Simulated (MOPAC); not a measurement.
MOPAC input (AM1):

```
AM1 FORCE THERMO(298,298) PRECISE LET UHF MS=0.5 GEO-OK AUX(PRECISION=9) THREADS=1
H2BFN

B    -0.32753424 1    0.07586826 1   -0.25013300 1
F     0.17528698 1    1.05749606 1    0.46166058 1
H    -1.29153574 1    0.31957811 1   -0.93336565 1
N     0.07494882 1   -1.26496163 1   -0.16962954 1
H     0.72201638 1   -1.54685999 1   -0.85596222 1
```

Output:

```
 *******************************************************************************
 **                                                                           **
 **                              MOPAC v23.2.5                                **
 **                                                                           **
 *******************************************************************************
 ** MOPAC's Digital Object Identifier: https://doi.org/10.5281/zenodo.6511958 **
 **                                                                           **
 ** Please cite the open-source release paper for use of this MOPAC version:  **
 ** J. E. Moussa and J. J. P. Stewart (2026)                                  **
 ** MOPAC: An open-source semiempirical molecular orbital program             **
 ** J. Open Source Softw., 11(119), 8025, https://doi.org/10.21105/joss.08025 **
 *******************************************************************************

                              AM1 CALCULATION RESULTS

 *******************************************************************************
 *  AM1        - The AM1 Hamiltonian to be used
 *  GEO-OK     - OVERRIDE INTERATOMIC DISTANCE AND OTHER SAFETY CHECKS
 *  UHF        - UNRESTRICTED HARTREE-FOCK CALCULATION
 *  MS=        - IN MECI, MAGNETIC COMPONENT OF SPIN =  0.5
 *  LET        - OVERRIDE SOME SAFETY CHECKS
 *  PRECISE    - TIGHTER CRITERIA TO BE USED
 *  FORCE      - FORCE CALCULATION SPECIFIED
 *  AUX        - OUTPUT AUXILIARY INFORMATION
 *  THERMO     - THERMODYNAMIC QUANTITIES TO BE CALCULATED
 *******************************************************************************
AM1 FORCE THERMO(298,298) PRECISE LET UHF MS=0.5 GEO-OK AUX(PRECISION=9) THREADS=1
 H2BFN

   ATOM   CHEMICAL          X               Y               Z
  NUMBER   SYMBOL      (ANGSTROMS)     (ANGSTROMS)     (ANGSTROMS)

     1       B         -0.32753424  *   0.07586826  *  -0.25013300  *
     2       F          0.17528698  *   1.05749606  *   0.46166058  *
     3       H         -1.29153574  *   0.31957811  *  -0.93336565  *
     4       N          0.07494882  *  -1.26496163  *  -0.16962954  *
     5       H          0.72201638  *  -1.54685999  *  -0.85596222  *

          CARTESIAN COORDINATES

    NO.       ATOM           X           Y           Z

     1         B         -0.3275      0.0759     -0.2501
     2         F          0.1753      1.0575      0.4617
     3         H         -1.2915      0.3196     -0.9334
     4         N          0.0749     -1.2650     -0.1696
     5         H          0.7220     -1.5469     -0.8560

  H: (AM1): M.J.S. DEWAR ET AL, J. AM. CHEM. SOC. 107 3902-3909 (1985)
  B: (AM1): M.J.S. DEWAR ET AL, ORGANOMETALLICS, 7, 513-521 (1988)
  N: (AM1): M.J.S. DEWAR ET AL, J. AM. CHEM. SOC. 107 3902-3909 (1985)
  F: (AM1): M.J.S. DEWAR AND E. G. ZOEBISCH, THEOCHEM, 180, 1 (1988).

           Empirical Formula: H2 N B F  =     5 atoms

      MOLECULAR POINT GROUP   :   C1

          UHF CALCULATION, NO. OF ALPHA ELECTRONS =    9
                           NO. OF BETA  ELECTRONS =    8

[...]
 TRANSITION DIPOLE   0.4326         B 1 -- N 4         +29.3% ( 61.3%)     41.4%
 TRAVEL (Ang.)       0.2040         B 1 -- F 2         +11.8% ( 38.9%)      0.3%
 REDUCED MASS        1.6439         N 4 -- H 5         +11.1% ( 37.8%)      0.2%
 EFFECTIVE MASS      6.0529
 FORCE CONSTANT      0.9416

 VIBRATION          5    5A          ATOM PAIR     ENERGY CONTRIBUTION    RADIAL
 FREQUENCY          1053.14         B 1 -- H 3         +51.8% ( 73.2%)      1.4%
 TRANSITION DIPOLE   0.4837         N 4 -- H 5         +23.4% ( 49.3%)     29.9%
 TRAVEL (Ang.)       0.3172         B 1 -- N 4         +18.5% ( 43.8%)     28.9%
 REDUCED MASS        0.6362         B 1 -- F 2          +6.2% ( 25.4%)      4.7%
 EFFECTIVE MASS      3.6041
 FORCE CONSTANT      0.4158

 VIBRATION          6    6A          ATOM PAIR     ENERGY CONTRIBUTION    RADIAL
 FREQUENCY          1211.96         B 1 -- N 4         +38.5% ( 79.2%)     92.4%
 TRANSITION DIPOLE   1.0207         B 1 -- H 3         +30.0% ( 69.9%)     15.4%
 TRAVEL (Ang.)       0.1563         B 1 -- F 2         +23.6% ( 62.0%)     16.2%
 REDUCED MASS        2.2771         N 4 -- H 5          +8.0% ( 36.1%)     48.9%
 EFFECTIVE MASS      9.5450
 FORCE CONSTANT      1.9707

 VIBRATION          7    7A          ATOM PAIR     ENERGY CONTRIBUTION    RADIAL
 FREQUENCY          1880.94         B 1 -- F 2         +49.7% ( 98.8%)     99.1%
 TRANSITION DIPOLE   4.2927         B 1 -- N 4         +25.8% ( 71.2%)     54.9%
 TRAVEL (Ang.)       0.0736         B 1 -- H 3         +24.4% ( 69.2%)      3.6%
 REDUCED MASS        6.6116         N 4 -- H 5          +0.2% (  5.7%)     88.0%
 EFFECTIVE MASS     12.9683
 FORCE CONSTANT     13.7819

 VIBRATION          8    8A          ATOM PAIR     ENERGY CONTRIBUTION    RADIAL
 FREQUENCY          3192.38         B 1 -- H 3         +97.4% (100.0%)    100.0%
 TRANSITION DIPOLE   0.2322         B 1 -- F 2          +1.3% ( 11.6%)     32.1%
 TRAVEL (Ang.)       0.1514         B 1 -- N 4          +1.3% ( 11.4%)     14.9%
 REDUCED MASS        0.9215
 EFFECTIVE MASS      1.4531
 FORCE CONSTANT      5.5334

 VIBRATION          9    9A          ATOM PAIR     ENERGY CONTRIBUTION    RADIAL
 FREQUENCY          3505.95         N 4 -- H 5         +99.5% (100.0%)     99.8%
 TRANSITION DIPOLE   0.4638         B 1 -- N 4          +0.5% (  7.3%)     24.8%
 TRAVEL (Ang.)       0.1430
 REDUCED MASS        0.9400
 EFFECTIVE MASS      1.4062
 FORCE CONSTANT      6.8076

      SYMMETRY NUMBER FOR POINT-GROUP C1  =  1

          SYSTEM IS A GROUND STATE

 H2BFN

          MOLECULE IS NOT LINEAR

          THERE ARE  9 GENUINE VIBRATIONS IN THIS SYSTEM
          THIS THERMODYNAMICS CALCULATION IS LIMITED TO
          MOLECULES WHICH HAVE NO INTERNAL ROTATIONS

                    CALCULATED THERMODYNAMIC PROPERTIES
                                          *
   TEMP. (K)   PARTITION FUNCTION   H.O.F.    ENTHALPY  HEAT CAPACITY ENTROPY
                                   KCAL/MOL   CAL/MOLE    CAL/K/MOL  CAL/K/MOL

 298.00  VIB.     0.1413D+01                   483.7699     4.5340     2.3111
         ROT.     0.1059D+05                   888.2803     2.9808    21.3982
         INT.     0.1497D+05                  1372.0502     7.5148    23.7093
         TRA.     0.3000D+27                  1480.4672     4.9680    37.3901
         TOT.                      -62.453    2852.5174    12.4828    61.0994

   *: NOTE: HEATS OF FORMATION ARE RELATIVE TO THE
            ELEMENTS IN THEIR STANDARD STATE AT 298K
              (=  Standard Enthalpy of Formation).

            Hvib:  Zero-point energy is not included.
                   frequencies of less than zero cm-1 are not included.
            Hrot = (3/2)RT
            Htra = (3/2)RT + pV = (5/2)RT

            Heat capacity is Cp, not Cv

          For more information, see: HTTP://OpenMOPAC.net/Manual/thermochemistry.html

           FORCE CONSTANT IN CARTESIAN COORDINATES (Millidynes/A)

    ATOM   CHEMICAL       X               Y               Z
   NUMBER   SYMBOL  FORCE CONSTANT  FORCE CONSTANT  FORCE CONSTANT

      1       B       16.388905        8.179718        2.458052
      2       F       14.317910        0.801665        0.251463
      3       H        1.743375        4.501661        0.263329
      4       N        3.394757        4.639994        5.216157
      5       H        1.037985        1.417144        4.836208

 **********************
 *                    *
 * JOB ENDED NORMALLY *
 *                    *
 **********************

 == MOPAC DONE ==
```
